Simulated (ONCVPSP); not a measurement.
# What one change does to a pseudopotential (gadolinium, ONCV)

ONCVPSP 4.0.1 input, shortened (lines: element, Z, core and valence counts, functional; n l f; lmax; l rc ep ncon nbas qcut; lloc lpopt rc5 dvloc0; l nproj debl; icmod fcfact rcfact), LDA (Perdew-Wang 92), scalar-relativistic:

```
  Gd 64.00    9    5  -001012      upf
    1    0    2.00
    2    0    2.00
    2    1    6.00
    3    0    2.00
    3    1    6.00
    3    2   10.00
    4    0    2.00
    4    1    6.00
    4    2   10.00
    4    3    7.00
    5    0    2.00
    5    1    6.00
    5    2    1.00
    6    0    2.00
    3
    0    2.00    0.00    3    6    5.60
    1    2.10    0.00    4    9    6.00
    2    2.45    0.00    5    8    4.60
    3    0.70    0.00    3    7   14.20
    4    5    0.65   -1.00
    0    2    0.80
    1    2    3.00
    2    2    1.50
    3    2    2.90
    3    6.00    1.70
```

Change: s: qcut 4.

Cutoffs: the cutoffs (Ha) at which the residual kinetic energy of the hardest occupied pseudo-wave falls to 1 and 0.1 mHa per electron; they do not see the model core or the augmentation charge, which bear on the density cutoff. Errors are all-electron minus pseudo energies relative to the spin-unpolarised reference configuration.

What does the change do?

Both files keep a bound ghost (p, s); of the 3 tests that both files solve, the error grows in 1 and shrinks in 1 by more than 15 % and 0.3 meV (median size 7.0 → 8.5 meV); the range in which the s phases agree narrows (upper end 2.2 → 0.9).

| quantity | base | changed |
| --- | --- | --- |
| bound ghosts | s, p | s, p |
| GHOST(+) flags under 300 eV | d at 9.4 eV, s at 73.6 eV | d at 9.4 eV, s at 51.6 eV |
| tests counted as reliable (solved cleanly; for ONCVPSP, near-neutral configurations with less than one 5d electron left out) | 3 of 4 | 3 of 4 |
| error for 4f7 5s2 5p6 5d1 6s1, meV [ΔE 6.85 eV] | -2.1 | -2.3 |
| error for 4f7 5s2 5p6 5d1 6s0, meV [ΔE 19.22 eV] | -7.0 | -8.5 |
| error for 4f6 5s2 5p6 5d1 6s2, meV [ΔE 16.48 eV] | -61 | +10 |
| s: phases at 2.03 bohr within 0.05 rad from the reference energy up to (Ha; the scan ends near 5) | 2.2 | 0.9 |
| p: phases at 2.13 bohr within 0.05 rad from the reference energy up to (Ha; the scan ends near 5) | to the end of the scan | to the end of the scan |
| d: phases at 2.48 bohr within 0.05 rad from the reference energy up to (Ha; the scan ends near 5) | to the end of the scan | to the end of the scan |
| f: phases at 0.71 bohr within 0.05 rad from the reference energy up to (Ha; the scan ends near 5) | to the end of the scan | to the end of the scan |
| rms error of d²Exc/dni dnj with the model core, mHa | 3.26 | 3.46 |

 A true bound ghost makes a file unfit for plane-wave use even where its test errors are small: the radial tests pick states by their node count and pass the ghost by.
